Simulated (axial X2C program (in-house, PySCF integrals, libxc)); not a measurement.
Which functional? An output for AsTe⁺

An SCF output computed with an in-house relativistic program for diatomic molecules for AsTe⁺ at 2.266 Å, two-component, state Ω = 0, Te dyall-cv3z [11s12p8d4f1g], As dyall-cv3z [9s9p6d4f1g] (cores contracted in-house), without its first line:

```
basis functions 227  fitting functions 1219  grid points 5803
iter        total energy     max residual
   1      -9046.140585392     3.98e-01
   2      -9046.176655487     1.06e-02
   3      -9046.177751968     1.07e-02
   4      -9046.177947239     3.72e-03
   5      -9046.178021223     1.77e-03
   6      -9046.178095261     3.79e-03
   7      -9046.178142342     1.95e-03
   8      -9046.178168939     4.62e-04
   9      -9046.178176813     5.70e-04
  10      -9046.178179230     2.69e-04
  11      -9046.178179649     5.98e-05
  12      -9046.178179739     5.10e-05
  13      -9046.178179770     2.97e-05
  14      -9046.178179779     5.66e-06
  15      -9046.178179780     2.50e-06
converged
one-electron -13235.19371719  Coulomb 4050.28714108  exact exchange -257.15828075  xc functional 0.00000000  nuclear repulsion 400.73614031  atomic mean-field constant -4.84946323
```

**Question.** Which level of theory produced it?
A. PBE0
B. HF
C. PBEsol

**Answer.** B. The exact-exchange term against the functional term shows a share of 1 of exact exchange.
